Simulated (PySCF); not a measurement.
# Polarisability and C₆ of B (boron, neutral)

[He] 2s2 2p1, 2P determinant. All numbers are calculated (PySCF 2.14, the spin-free X2C one-electron Hamiltonian (Gaussian nucleus), in aug-cc-pCVQZ-DK (9s8p6d4f2g, 109 functions)). Coupled (time-dependent) response in atomic units; α is the mean over directions.

```csv
method,mean α (bohr³),"α xx, yy, zz",C₆ (like pair),S(−4)
LC-wPBE,21.51,"19.64, 25.26, 19.64",103.6,295.0
```

S(−4) is the Cauchy moment in α(ω) = α(0) + S(−4) ω² + …

Reference α: 20.5 ± 0.1 bohr³ (recommended; Schwerdtfeger and Nagle, table of static dipole polarizabilities (2023 update)). Published C₆: 99.50 (Chu and Dalgarno (2004); Tang, Norbeck and Certain (1976)).

α(iu) at LC-wPBE:

```
u (hartree)  α(iu) (bohr³)
          0          21.51
     0.0500          20.81
      0.100          19.02
      0.200          14.47
      0.300          10.60
      0.500          5.967
      0.750          3.353
       1.00          2.129
       1.50          1.076
       2.00         0.6512
       3.00         0.3172
       5.00         0.1285
```

A single London oscillator, α(iu) = α/(1 + u²/ω²), gives C₆ = (3/4) ω α². Matching the computed C₆ needs ω = 4 × 103.6 / (3 × 21.51²) = 0.299 hartree.

The components differ because the open shell of this determinant is not spherical; for a pure term their mean is the scalar polarisability.
